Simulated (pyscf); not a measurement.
Optimised with ωB97X-D3(BJ)/def2-SVP in PySCF.

SMILES: Cl[Si](N[Si](N)(N)N)(Cl)Cl
```xyz
16

N     -1.9788    -1.0215     0.2289
Si    -0.8178     0.1324    -0.3203
N     -1.7104     1.2309    -1.2990
N      0.5682    -0.2563    -1.2658
N     -0.0718     0.6932     1.1719
Si     1.3946     1.5353     1.2472
Cl     1.5449     2.4022     3.1003
Cl     1.5436     3.0222    -0.1555
Cl     3.0488     0.3385     1.0166
H     -2.6374    -1.4142    -0.4357
H     -1.7107    -1.7119     0.9223
H     -1.2142     1.9901    -1.7540
H     -2.6366     1.5212    -1.0055
H      1.3509    -0.7805    -0.8917
H      0.5130    -0.3152    -2.2758
H     -0.6411     0.7174     2.0135
```
Charge 0, spin multiplicity 1.

### Question
What is the homolytic dissociation enthalpy (298 K, ωB97M-D3(BJ)/def2-TZVP) of the N–Si bond of `[NH2][Si]([NH2])([NH2])[NH][Si]([Cl])([Cl])[Cl]`, to H₂N–Si•(NH₂)–NH₂ + •HN–Si(Cl)(Cl)–Cl?

### Answer
N–Si to H₂N–Si•(NH₂)–NH₂ + •HN–Si(Cl)(Cl)–Cl: 531.4 kJ/mol. The 7 functionals that were run give +471.2 (PBE) to +534.6 kJ/mol (ωB97X-D3(BJ)/def2-TZVP). Other isomers of H₂N–Si•(NH₂)–NH₂, •HN–Si(Cl)(Cl)–Cl were not searched in full and may lie lower.
